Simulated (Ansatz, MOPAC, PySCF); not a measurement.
Species: SrF, charge 1, multiplicity 1. SMILES: [F][Sr+]
Coordinates optimised at B3LYP-D3(BJ)/def2-TZVP (Ansatz, an electronic-structure program):
```
Sr
F 1 2.0189
```
Charge +1, spin multiplicity 1.

Unscaled harmonic wavenumbers (cm⁻¹) in rising order, each level at the stationary point that it reaches from this structure (no distance between atoms moves by over 0.3 Å); the order of modes can differ between levels, and a negative number is imaginary. B3LYP-D3(BJ)/def2-TZVP (PySCF, at the structure above): 574.

PM3 (MOPAC): 569. Zero-point energy 0.8 against 0.8 kcal/mol; where all levels lie over 400 cm⁻¹, the wavenumbers are on average 0.992 times those of B3LYP-D3(BJ)/def2-TZVP.

PM6 (MOPAC): 667. Zero-point energy 1.0 against 0.8 kcal/mol; where all levels lie over 400 cm⁻¹, the wavenumbers are on average 1.161 times those of B3LYP-D3(BJ)/def2-TZVP.

HF/3-21G (Ansatz): 511. Zero-point energy 0.7 against 0.8 kcal/mol; where all levels lie over 400 cm⁻¹, the wavenumbers are on average 0.889 times those of B3LYP-D3(BJ)/def2-TZVP.

B3LYP/6-31G* with LANL2DZ past Ar (Ansatz): 518. Zero-point energy 0.7 against 0.8 kcal/mol; where all levels lie over 400 cm⁻¹, the wavenumbers are on average 0.902 times those of B3LYP-D3(BJ)/def2-TZVP.
